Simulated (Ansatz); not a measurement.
Cost and result for the atomization energy of C4H7Br (`CC(C)=CBr`) (12 atoms, 11 bonds).

```xyz
12

C    -0.4577    1.2979   -0.1773
C     0.0780   -0.0912   -0.1159
C    -0.1012   -0.8084    1.1867
C     0.6880   -0.7168   -1.1155
Br    1.0053    0.0183   -2.8223
H     0.0175    1.9203    0.5877
H    -0.2980    1.7598   -1.1500
H    -1.5309    1.2990    0.0386
H     0.3845   -0.2564    1.9979
H     0.3133   -1.8168    1.1613
H    -1.1633   -0.8786    1.4425
H     1.0645   -1.7272   -1.0338
```

The species carries charge 0 and has multiplicity 1. Correlated methods include outer-core shells of Br, which these sets cover unevenly. Scalar relativity is left out up to krypton. The structure was optimised at the PBE0-D4/def2-TZVP level. Program: Ansatz. All runs use 4 threads of an Intel Xeon on a shared host. Times are those of one run each, without the atoms' runs, and a repeat can differ threefold. Electronic energies, without spin–orbit coupling; frozen cores. CCSD(T)/CBS adds CCSD(T) − MP2 in def2-TZVPP to the MP2 limit, and its time is that of the two runs behind it. T1 = 0.009. With those shells the extrapolation isn't a true limit. HSE06 is the plane-wave form, built on full-range PBE exchange.

CCSD(T)/CBS is a level of theory with its own doubt, some kJ/mol a heavy atom from the limit and from the frozen cores, so smaller differences don't rank the functionals.

| level | functions | wall time |
| --- | --- | --- |
| LDA (SPW92)/def2-TZVPP | 270 | 2.9 s |
| revPBE-D4/def2-TZVPP | 270 | 4.4 s |
| PBE0-D4/def2-TZVPP | 270 | 7.5 s |
| BHLYP-D4/def2-TZVPP | 270 | 9 s |
| r2SCAN-D4/def2-TZVPP (with forces) | 270 | 9.1 s |
| HSE06-D4/def2-TZVPP | 270 | 10 s |
| CAM-B3LYP-D4/def2-TZVPP | 270 | 11 s |
| r2SCANh-D4/def2-TZVPP | 270 | 14 s |
| ωB97X-V/def2-TZVPP | 270 | 22 s |
| CCSD(T)/def2-SVP | 123 | 23 s |
| MP2/def2-QZVPP | 527 | 75 s |
| CCSD(T)/def2-TZVPP | 270 | 7.5 min |
| CCSD(T)/CBS(def2) | – | 8.8 min |

Question: What atomization energy does each give, and how far from CCSD(T)/CBS? (An estimate is asked.)

Answer: Ansatz gave: 
```json
{"level": "LDA (SPW92)/def2-TZVPP", "atomization (kcal/mol)": "1288.3", "difference from CCSD(T)/CBS": "161.3", "per bond": "14.7"}
{"level": "revPBE-D4/def2-TZVPP", "atomization (kcal/mol)": "1129.1", "difference from CCSD(T)/CBS": "2.1", "per bond": "0.2"}
{"level": "PBE0-D4/def2-TZVPP", "atomization (kcal/mol)": "1138.1", "difference from CCSD(T)/CBS": "11.1", "per bond": "1.0"}
{"level": "BHLYP-D4/def2-TZVPP", "atomization (kcal/mol)": "1097.8", "difference from CCSD(T)/CBS": "-29.2", "per bond": "-2.7"}
{"level": "r2SCAN-D4/def2-TZVPP (with forces)", "atomization (kcal/mol)": "1131.8", "difference from CCSD(T)/CBS": "4.8", "per bond": "0.4"}
{"level": "HSE06-D4/def2-TZVPP", "atomization (kcal/mol)": "1138.9", "difference from CCSD(T)/CBS": "11.9", "per bond": "1.1"}
{"level": "CAM-B3LYP-D4/def2-TZVPP", "atomization (kcal/mol)": "1129.3", "difference from CCSD(T)/CBS": "2.3", "per bond": "0.2"}
{"level": "r2SCANh-D4/def2-TZVPP", "atomization (kcal/mol)": "1126.4", "difference from CCSD(T)/CBS": "-0.6", "per bond": "-0.1"}
{"level": "ωB97X-V/def2-TZVPP", "atomization (kcal/mol)": "1126.0", "difference from CCSD(T)/CBS": "-1.0", "per bond": "-0.1"}
{"level": "CCSD(T)/def2-SVP", "atomization (kcal/mol)": "1081.3", "difference from CCSD(T)/CBS": "-45.7", "per bond": "-4.2"}
{"level": "MP2/def2-QZVPP", "atomization (kcal/mol)": "1133.3", "difference from CCSD(T)/CBS": "6.3", "per bond": "0.6"}
{"level": "CCSD(T)/def2-TZVPP", "atomization (kcal/mol)": "1101.6", "difference from CCSD(T)/CBS": "-25.4", "per bond": "-2.3"}
{"level": "CCSD(T)/CBS(def2)", "atomization (kcal/mol)": "1127.0", "difference from CCSD(T)/CBS": "0.0", "per bond": "0.0"}
```

From r2SCAN to r2SCAN0 (25 % exact exchange), in def2-TZVPP and without D4, the atomization energy moves by −13.3 kcal/mol: exact exchange takes away binding that semilocal exchange gives to molecules. The D4 term adds +9.6 kcal/mol with B3LYP and +5.1 kcal/mol with PBE0; it sums over pairs of atoms, weighted by their polarisabilities, and B3LYP, whose exchange is more repulsive, gets the larger term. In def2-TZVPP, CCSD(T) changes the Hartree–Fock value by +262.1 kcal/mol (the triples alone add +16.7 kcal/mol) and MP2 by +279.0 kcal/mol; breaking electron pairs costs correlation energy, which Hartree–Fock lacks.

B3LYP here is the variant with VWN-RPA as its local correlation; programs differ in this.
